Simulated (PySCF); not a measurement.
Method: PBE-D3(BJ)/def2-TZVP // PBE0-D3(BJ)/def2-TZVP (PySCF). Gas-phase values, no solvent. One relaxed conformer stands for a flexible species; it need not be the lowest. Excitations are Tamm–Dancoff values on a coarser integration grid. The basis has no diffuse functions, so Rydberg states are missing or too high.

Reference species (SMILES): `B(I)(I)I` (neutral, multiplicity 1).

```json
{
  "HOMO–LUMO gap": "3.02 eV",
  "LUMO": "-3.23 eV",
  "S1 excitation (TDA)": "3.10 eV"
}
```

After one change: the HOMO–LUMO gap rises by 0.70 eV; the LUMO increases by 0.55 eV; the S1 excitation (TDA) goes up by 0.68 eV.

### Question
Which change was made? The new species is one of these.
A. `SB(S)I` (H–S–B–I torsion 180°, I–B–S–H torsion -180°)
B. `SB(S)S`
C. `SB(I)I` (H–S–B–I torsion 180°)

### Answer
C, `SB(I)I` (H–S–B–I torsion 180°)
